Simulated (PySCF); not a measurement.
C4H7Cl. Atoms are numbered in the order given.

```xyz
12

Cl     1.7814     0.0905     0.0000
C      0.0702    -0.4613     0.0000
C     -0.8729     0.0879    -1.0797
C     -1.9840     0.0773     0.0000
C     -0.8729     0.0879     1.0797
H      0.1013    -1.5614     0.0000
H     -1.0041    -0.5019    -1.9998
H     -0.5861     1.1174    -1.3447
H     -2.5447    -0.8708     0.0000
H     -2.7017     0.9115     0.0000
H     -1.0041    -0.5019     1.9998
H     -0.5861     1.1174     1.3447
```

Coordinates come from a r2SCAN-D4/def2-SVP optimisation.

The numbers are results of PBE0/pcSseg-1 run with PySCF, not measurements.

GIAO shieldings, no solvent; atoms listed in one row are averaged. δ = σ(ref) − σ: ³⁵Cl against HCl (σ = 945.9 ppm); ¹³C against TMS (σ = 186.3 ppm); ¹H against TMS (σ = 31.56 ppm), references at their B3LYP-D3(BJ)/def2-TZVP geometries, non-relativistic (without spin–orbit terms, shifts of atoms bonded to Cl or Br come out too high).

Computed chemical shifts:
```json
[
 {"nucleus": "³⁵Cl", "atoms": "Cl1", "count": "1", "δ (ppm)": "195.3"},
 {"nucleus": "¹³C", "atoms": "C2", "count": "1", "δ (ppm)": "61.2"},
 {"nucleus": "¹³C", "atoms": "C3, C5", "count": "2", "δ (ppm)": "40.1"},
 {"nucleus": "¹³C", "atoms": "C4", "count": "1", "δ (ppm)": "20.4"},
 {"nucleus": "¹H", "atoms": "H6", "count": "1", "δ (ppm)": "4.37"},
 {"nucleus": "¹H", "atoms": "H11, H7", "count": "2", "δ (ppm)": "2.62"},
 {"nucleus": "¹H", "atoms": "H12, H8", "count": "2", "δ (ppm)": "2.41"},
 {"nucleus": "¹H", "atoms": "H10", "count": "1", "δ (ppm)": "2.10"},
 {"nucleus": "¹H", "atoms": "H9", "count": "1", "δ (ppm)": "1.88"}
]
```
